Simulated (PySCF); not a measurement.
Atom-mapped SMILES (the numbers label the heavy atoms): `[NH2:1][C:2](=[O:3])[C:4]([F:5])([F:6])[F:7]`. Each H is labelled by its parent atom. Ha(N1) is cis to the C=O or C=S heteroatom; Hb(N1) is trans to the C=O or C=S heteroatom.

GIAO PBE0/pcSseg-1 shifts (PySCF 2.14.0 with density-fitted response routines, gas phase, non-relativistic, equivalent atoms averaged), each against references optimised in the same way as the molecule (NH3, TMS, H2O, CFCl3).

On the GFN2-xTB geometry: N1 111.1, C2 159.3, C4 125.9, O3 409.8, F5/F6/F7 -90.3, Hb(N1) 5.37, Ha(N1) 4.79 ppm.

Q: What changes on the PBE0-D3(BJ)/def2-SVP geometry?

A: 
| atoms | δ (ppm) | change |
| --- | --- | --- |
| N1 | 112.1 | +1.0 |
| C2 | 160.1 | +0.8 |
| C4 | 120.2 | -5.7 |
| O3 | 408.3 | -1.5 |
| F5/F6/F7 | -90.7 | -0.4 |
| Hb(N1) | 5.71 | +0.34 |
| Ha(N1) | 4.57 | -0.22 |

Unscaled 19F shifts against computed CFCl3 carry errors that often reach 10 to 50 ppm.

Bonds between heavy atoms that differ most (equivalent bonds averaged): C2–C4 1.561 → 1.544 Å, C4–F5 1.339 → 1.331 Å, C2–O3 1.199 → 1.205 Å, N1–C2 1.341 → 1.348 Å. Mean change of bonds to hydrogen: N–H +0.004 Å. The two structures also differ in conformation, which adds to the changes.
